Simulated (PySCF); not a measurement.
**Zinc: a sound run and one with changed settings**

Sound run: Zn+ [Ar] 3d10 4s1, Zn(2+) [Ar] 3d10. Computed with PySCF 2.14 in jorge-DZP-DKH, with the spin-free X2C one-electron Hamiltonian (Gaussian nucleus). In the sound run the correlated levels freeze [Ar]. The sound run starts from symmetry-adapted Hartree-Fock orbitals and uses a fine grid where one is needed.

A second run was set up differently.

```
species   method  sound run (hartree)  changed run (hartree)  converged
    Zn+      UHF          -1793.79142            -1793.79142        yes
    Zn+      LDA          -1792.36419            -1792.36419        yes
    Zn+   M06-2X          -1795.42327            -1795.42327        yes
    Zn+      MP2          -1794.06687            -1794.05904        yes
    Zn+  CCSD(T)          -1794.05291            -1794.05291        yes
 Zn(2+)      UHF          -1793.17385            -1793.17385        yes
 Zn(2+)      LDA          -1791.67671            -1791.67671        yes
 Zn(2+)   M06-2X          -1794.76367            -1794.76367        yes
 Zn(2+)      MP2          -1793.43073            -1793.42379        yes
 Zn(2+)  CCSD(T)          -1793.41710            -1793.41710        yes
```

Ionisation energy of Zn+:

```tsv
method	sound run (eV)	changed run (eV)
UHF	16.805	16.805
LDA	18.707	18.707
M06-2X	17.948	17.948
MP2	17.310	17.286
SCS-MP2	17.232	17.210
CCSD	17.270	17.270
CCSD(T)	17.301	17.301
```

(1) What was changed?
A. minimal basis
B. level shift left on
C. radial grid too coarse
D. all electrons correlated in a valence basis

## Answers

(1) B. It used initial guess minao, at most 50 SCF cycles, level shift 0.1 hartree. A level shift leaves the converged SCF energy unchanged but raises the virtual orbital energies, which shrinks MP2 if it is not removed.
